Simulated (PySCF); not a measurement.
Vertical excitations of a molecule C₃H₈OSi₂ from TDDFT-CAM-B3LYP/def2-SVPD (PySCF), as energy in eV (oscillator strength): 5.71 (0.000), 5.92 (0.038), 5.98 (0.001), 6.93 (0.006), 7.15 (0.005), 7.29 (0.020), 7.64 (0.474), 7.96 (0.005), 7.99 (0.607), 8.00 (0.213). Lowest triplet (TDA): 4.78 eV. Geometry optimised at B3LYP-D3(BJ)/def2-SVP. One conformer was computed; it need not be the lowest.

Q: Which molecule gave these data?
A) COC1=C[SiH2][SiH2]1
B) C=C=C([SiH3])[SiH2]O
C) O[SiH2]C#CC[SiH3]
D) C=C1CO[SiH2][SiH2]1

A: C, O[SiH2]C#CC[SiH3]
